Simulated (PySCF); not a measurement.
Compound: C4H8NO2Si (doublet state).
Structure used (GFN2-xTB), in Å, numbered top down from 1:
```xyz
16
C4H8NO2Si angstrom
O     -2.3912    0.5759    1.5215
C     -1.9131    1.1372    0.5814
O     -1.3271    0.5831   -0.4629
C     -1.2410   -0.8546   -0.4676
C     -0.0628   -1.3501    0.3450
N      1.1608   -1.1152    0.1305
C      1.6249   -0.2503   -0.8849
Si     2.0626    1.2643    0.1961
H     -1.9045    2.2334    0.4451
H     -1.1306   -1.1258   -1.5219
H     -2.1695   -1.2675   -0.0665
H     -0.2957   -1.9523    1.2131
H      2.5379   -0.6733   -1.3049
H      0.9153   -0.0313   -1.6892
H      3.2037    0.9933    1.0569
H      0.9226    1.8421    0.8968
```

The hyperfine couplings belong to this conformer and change with its torsions.

The species is `C(/COC=O)=N/C[SiH2]` [radical].

Level of theory: PySCF 2.14.0, UKS B3LYP, pcH-1 on C H N O Si, non-relativistic, mean-field spin-orbit, GIAO. Geometry: GFN2-xTB, one conformer, isolated molecule. A GFN2-xTB geometry isn't a minimum of the functional, and hyperfine couplings can be far from their values at a DFT geometry, by a factor of two or more for some ions and for spin on atoms past the first row. No stability test was run, so a lower SCF solution isn't excluded.

The isotropic 13C couplings are +32.0, +13.0, -1.9 MHz. Assign them to C4; C5; C7.

```json
{"site": "C4", "a_iso (MHz)": "-1.9", "ρ(0) (bohr⁻³)": "-0.0017", "position": "4 bonds from Si8", "distance from Si8 (Å)": "3.98", "spin population": "-0.01", "largest |T| (MHz)": "0.4"}
{"site": "C5", "a_iso (MHz)": "+13.0", "ρ(0) (bohr⁻³)": "+0.0116", "position": "3 bonds from Si8", "distance from Si8 (Å)": "3.37", "spin population": "+0.11", "largest |T| (MHz)": "20.0"}
{"site": "C7", "a_iso (MHz)": "+32.0", "ρ(0) (bohr⁻³)": "+0.0285", "position": "1 bond from Si8", "distance from Si8 (Å)": "1.91", "spin population": "-0.01", "largest |T| (MHz)": "4.7"}
```

The isotropic 1H couplings, averaged over equivalent nuclei, are +27.3, -6.4, +4.6, -2.3, +0.5 MHz. Assign them to H9; H10/H11; H12; H13/H14; H15/H16.

```csv
site,a_iso (MHz),ρ(0) (bohr⁻³),position,distance from Si8 (Å),bound to,spin population there,largest |T| (MHz)
H9,+0.5,+0.0001,7 bonds from Si8,4.09,C2,0.00,1.8
H10/H11,+4.6,+0.0010,5 bonds from Si8,4.64,C4,-0.01,1.6
H12,-6.4,-0.0014,"4 bonds from Si8, on C5 of spin population +0.11",4.12,C5,+0.11,5.4
H13/H14,-2.3,-0.0005,2 bonds from Si8,2.53,C7,-0.01,6.2
H15/H16,+27.3,+0.0061,1 bond from Si8,1.46,Si8,+0.95,10.1
```

ρ(0) is the spin density at the nucleus and T the dipolar tensor; a_iso includes a spin–orbit part; entries for several nuclei are means. Largest spin populations (Mulliken): Si8 (+0.95) and C5 (+0.11). Si8 is the only atom above +0.15. The angles at Si8 add up to 339.3°, so it is pyramidal.

Nuclei that the bonding pattern makes equivalent are averaged, as if the motion that swaps them (rotation, inversion, ring flip) were fast. The 1H value of +4.6 MHz is a mean of couplings from 0.4 to 8.7 MHz in this one geometry, not an average over conformers. The 1H value of +27.3 MHz is a mean of couplings from 23.6 to 31.0 MHz in this one geometry, not an average over conformers.
